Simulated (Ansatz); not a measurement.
The molecule SnP, multiplicity 2 (lowest of 2S+1 = 2, 4 at CCSD(T)/def2-TZVPP on PBE0 minima; our sources give no spin for the ground state, which may be another). No spin–orbit coupling. The T1 diagnostic near the minimum is 0.064, so single-reference values are doubtful.

Constants: fifth-degree fit in 1/R to seven points, most abundant isotopes. Runs in def2 and cc sets follow the lowest solution found near the PBE0 minimum.

Run with Ansatz (Gaussian orbitals). Values without a source in brackets are computed. In def2 rows elements past Kr take small-core potentials, without spin–orbit coupling.

```tsv
level	r_e (Å)	ω_e (cm⁻¹)	ω_e x_e (cm⁻¹)	dipole (D)
SVWN5/def2-TZVPP	2.338	411	1.1	1.94
PBE/def2-TZVPP	2.368	396	1.1	2.16
B97M-V/def2-TZVPP	2.351	[?]	1.2	2.43
B3LYP/def2-TZVPP	[?]	[?]	1.3	2.27
```

### Question
What belongs in the gaps?

### Answer

- B3LYP/def2-TZVPP, r_e (Å): 2.356
- B3LYP/def2-TZVPP, ω_e (cm⁻¹): 407
- B97M-V/def2-TZVPP, ω_e (cm⁻¹): 413

Ansatz is a program for electronic structure.
